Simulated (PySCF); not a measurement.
Compound: m-cymene, C10H14.
Bonds: C1–C2, C2–C3 (aromatic), C3–C4 (aromatic), C4–C5 (aromatic), C5–C6 (aromatic), C6–C7, C7–C8, C7–C9, C6–C10 (aromatic), C2–C10 (aromatic). Hydrogens: H11, H12, H13 on C1; H14 on C3; H15 on C4; H16 on C5; H17 on C7; H18, H19, H20 on C8; H21, H22, H23 on C9; H24 on C10.

Computed by this run: PBE0-D3(BJ)/def2-SVP geometry optimisation, gas phase in PySCF; density fitting, grid level 2; the optimiser is geomeTRIC in internal coordinates, started from a GFN2-xTB structure.

Step 0: E = -10579.1894 eV
```
atom  x, y, z in Å  |  force x, y, z in eV/Å
C1      2.9514    0.8711    0.9677   -0.318  -0.264  -0.199
C2      1.9171    0.0681    0.2369    0.355   0.307   0.216
C3      2.2928   -0.9981   -0.5703   -0.008  -0.054  -0.044
C4      1.3342   -1.7478   -1.2259    0.045  -0.055  -0.021
C5     -0.0072   -1.4410   -1.0818    0.005  -0.038  -0.014
C6     -0.4073   -0.3809   -0.2794   -0.485  -0.070  -0.079
C7     -1.8719   -0.0507   -0.1232    0.121   0.431   0.358
C8     -2.3117   -0.2078    1.3339    0.061  -0.109  -0.605
C9     -2.1715    1.3604   -0.6323    0.016  -0.620   0.033
C10     0.5681    0.3627    0.3721    0.025  -0.067  -0.052
H11     2.6263    1.9008    1.0992   -0.062   0.401   0.081
H12     3.1238    0.4437    1.9563    0.131  -0.093   0.396
H13     3.8966    0.8650    0.4296    0.385   0.049  -0.142
H14     3.3402   -1.2396   -0.6849    0.450  -0.093  -0.056
H15     1.6333   -2.5750   -1.8537    0.125  -0.348  -0.268
H16    -0.7505   -2.0324   -1.5978   -0.344  -0.230  -0.215
H17    -2.4467   -0.7598   -0.7295   -0.068  -0.176  -0.147
H18    -2.0835   -1.2098    1.6913    0.060  -0.372   0.215
H19    -1.7991    0.5078    1.9720    0.204   0.298   0.312
H20    -3.3834   -0.0427    1.4248   -0.443   0.083   0.107
H21    -1.6581    2.1064   -0.0307    0.208   0.358   0.241
H22    -1.8428    1.4672   -1.6637    0.107   0.124  -0.411
H23    -3.2402    1.5591   -0.5865   -0.440   0.155   0.019
H24     0.2781    1.1927    1.0008   -0.132   0.383   0.276
```

Task: Estimate the geometry and energy of step 1. (The exact step hangs on the optimiser's Hessian estimate; all steps are aligned on step 0, rigid shifts and turns removed.)

Result: E = -10579.2549 eV, largest force 0.119 eV/Å
```
atom  x, y, z in Å  |  force x, y, z in eV/Å
C1      2.9736    0.8696    0.9753    0.064   0.049   0.042
C2      1.9407    0.0711    0.2376   -0.047  -0.040  -0.034
C3      2.3099   -1.0037   -0.5798    0.085   0.001   0.005
C4      1.3422   -1.7580   -1.2344    0.017  -0.062  -0.046
C5     -0.0082   -1.4509   -1.0854   -0.066  -0.033  -0.028
C6     -0.4096   -0.3826   -0.2796    0.039   0.007   0.010
C7     -1.8751   -0.0409   -0.1145   -0.054  -0.080  -0.068
C8     -2.3330   -0.2096    1.3321   -0.004   0.005   0.085
C9     -2.1936    1.3568   -0.6389    0.004   0.083  -0.014
C10     0.5806    0.3629    0.3698   -0.031   0.076   0.055
H11     2.6541    1.9135    1.1164    0.009  -0.028  -0.003
H12     3.1578    0.4462    1.9780   -0.004   0.012  -0.023
H13     3.9364    0.8748    0.4423   -0.024   0.004   0.016
H14     3.3697   -1.2475   -0.7038   -0.033   0.004   0.001
H15     1.6428   -2.5945   -1.8720   -0.008   0.026   0.018
H16    -0.7654   -2.0467   -1.6050    0.021   0.018   0.014
H17    -2.4395   -0.7652   -0.7301    0.027   0.036   0.031
H18    -2.1202   -1.2238    1.7037   -0.005   0.018  -0.010
H19    -1.8169    0.5038    1.9966   -0.024  -0.029  -0.016
H20    -3.4161   -0.0291    1.4278    0.026   0.002  -0.010
H21    -1.6747    2.1300   -0.0477   -0.023  -0.020  -0.027
H22    -1.8788    1.4728   -1.6874   -0.006  -0.007   0.018
H23    -3.2745    1.5640   -0.5800    0.025  -0.010   0.005
H24     0.2864    1.2070    1.0036    0.013  -0.029  -0.022
```

The energy changes by -0.0655 eV. The first-order estimate −F·Δx gives -0.1368 eV and the mean of the old and new forces, exact on a quadratic surface, -0.0660 eV. The step makes an angle of 62° with the force vector and moves no atom by more than 0.043 Å.

The cost below is that of the whole optimisation. Time: 1.8 min; peak memory 0.97 GiB. Hardware: an Arm Neoverse V2 with one thread, shared host.
